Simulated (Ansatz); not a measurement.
A trace of molecular dynamics of BF3 + H2S (7 atoms, charge 0, multiplicity 1).

Theory: Ansatz 0.2.0, RKS PBE-D4/def2-SVP.

```
ensemble        : NVT, Nosé–Hoover chain
set temperature : 300 K
thermostat      : time constant 100 fs, chain length 3
seed            : 17026
```

| time (fs) | T (K) | potential energy less start (eV) | conserved less start (meV/atom) |
| --- | --- | --- | --- |
| 0 | 300 | 0.000 | 0.00 |
| 8 | 116 | 0.142 | 3.34 |
| 16 | 186 | 0.088 | 1.91 |
| 24 | 132 | 0.133 | 3.17 |
| 32 | 184 | 0.094 | 1.99 |
| 40 | 210 | 0.074 | 1.19 |
| 48 | 82 | 0.181 | 4.25 |
| 56 | 220 | 0.075 | 1.23 |
| 64 | 80 | 0.186 | 3.65 |
| 72 | 227 | 0.078 | 0.83 |
| 80 | 105 | 0.193 | 5.19 |
| 88 | 149 | 0.165 | 4.26 |
| 96 | 184 | 0.132 | 1.91 |
| 104 | 174 | 0.175 | 5.29 |
| 112 | 327 | 0.077 | 3.78 |
| 120 | 105 | 0.249 | 6.10 |
| 128 | 290 | 0.141 | 6.25 |
| 136 | 197 | 0.284 | 16.60 |
| 144 | 413 | 0.102 | 8.15 |
| 152 | 253 | 0.330 | 24.51 |
| 160 | 301 | 0.248 | 15.66 |

Problem. Can this run be trusted? Judge the integration.

Solution. The conserved energy wandered by up to 38.8 meV per atom (net 15.7 meV per atom), which is poor conservation. The mean temperature of the second half is 22 % below the set value. A step of 4 fs is long for free X–H stretches (periods near 10 fs) and can bias their spread and the temperature. A run of 0.16 ps of so small a system gives no equilibrium averages. The time step was 4 fs.

Time of the run: 59 s on 1 thread of AMD EPYC 7B13 (Zen 3), with other jobs on the host, peak memory 0.14 GiB.
